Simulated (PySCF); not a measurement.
# Deuteron quadrupole couplings in `C[Si@@H]1C[SiH2][C@H]1C#C[SiH3]`

C5H12Si3.
Cartesian coordinates in Å at the GFN2-xTB level; atoms count from 1:
```
atom  x, y, z in Å
C1    -2.511    1.862    0.186
Si2   -1.288    0.661   -0.626
C3    -2.014   -1.089   -0.948
Si4   -0.837   -1.919    0.318
C5    -0.078   -0.167    0.648
C6     1.309   -0.042    0.341
C7     2.477    0.052    0.042
Si8    4.255    0.190   -0.383
H9    -2.016    2.773    0.506
H10   -2.985    1.416    1.056
H11   -3.296    2.142   -0.510
H12   -0.612    1.277   -1.773
H13   -1.878   -1.443   -1.966
H14   -3.072   -1.197   -0.725
H15    0.101   -2.885   -0.247
H16   -1.509   -2.475    1.497
H17   -0.239    0.178    1.672
H18    5.053   -0.597    0.567
H19    4.671    1.597   -0.322
H20    4.464   -0.323   -1.744
```

Level: PBE0/pcSseg-1 (PySCF, non-relativistic); Q(2H) = 0.00286 b; rigid geometry, the same for H and D, with no vibrational averaging.

Question: Rank these positions by the coupling χzz of a deuteron there, largest first.
A. H14 (methylene hydrogen)
B. H10 (methyl hydrogen)
C. H17 (methine hydrogen)
D. H19 (Si–H hydrogen)

Answer: A (223 kHz), B (218 kHz), C (213 kHz), D (106 kHz).

What are Vzz, η and χzz (234.96 MHz × Q × Vzz) at all hydrogens?

```
atom  bonded to  bond length (Å)  Vzz (au)     η  χzz (kHz)
  H9         C1            1.085    0.3256  0.01        219
 H10         C1            1.086    0.3246  0.01        218
 H11         C1            1.085    0.3265  0.01        219
 H12        Si2            1.467    0.1589  0.01        107
 H13         C3            1.086    0.3322  0.03        223
 H14         C3            1.087    0.3316  0.02        223
 H15        Si4            1.461    0.1636  0.00        110
 H16        Si4            1.466    0.1603  0.01        108
 H17         C5            1.092    0.3165  0.05        213
 H18        Si8            1.469    0.1581  0.01        106
 H19        Si8            1.469    0.1584  0.01        106
 H20        Si8            1.469    0.1586  0.01        107
```

Average by the element that carries the hydrogen.

on C: 219 kHz over 6 positions, mean bond length 1.087 Å; on Si: 107 kHz over 6 positions, mean bond length 1.467 Å.

Give the 2H NMR doublet splittings at H13 for a magnetic field along the z, y and x axes of the gradient: 3χ/2, 3χ(1 + η)/4, 3χ(1 − η)/4.

With |χ| = 223.2 kHz and η = 0.026: 335, 172 and 163 kHz, to first order and without motion.

Isolated species at its GFN2-xTB geometry, gas phase. GFN2-xTB bond lengths can be off by several hundredths of an ångström, more for odd bonds, and the gradients follow them. A larger basis could move these couplings by a tenth or more.

These values come from a run that also computed NMR shieldings. Hardware: one thread, Arm Neoverse N1 (aarch64), shared host with 64 logical CPUs at a one-minute load of 62. Cost: 82 s of wall time, 0.90 GiB resident at most.
